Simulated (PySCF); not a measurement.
ClLi.

```xyz
2

Li     0.0000     0.0000    -1.7170
Cl     0.0000     0.0000     0.3030
```
Charge 0, spin multiplicity 1.

Coordinates come from a PBE0-D3(BJ)/def2-TZVPD optimisation.

Computed with B3LYP/pcSseg-2 run with PySCF. Non-relativistic, no solvent.

Computed absolute GIAO shielding of each atom: isotropic value and principal components (ppm):
```tsv
atom	σ(iso)	σ11	σ22	σ33	span
Li1	87.1	76.8	76.8	107.7	30.9
Cl2	998.5	922.9	922.9	1149.6	226.6
```
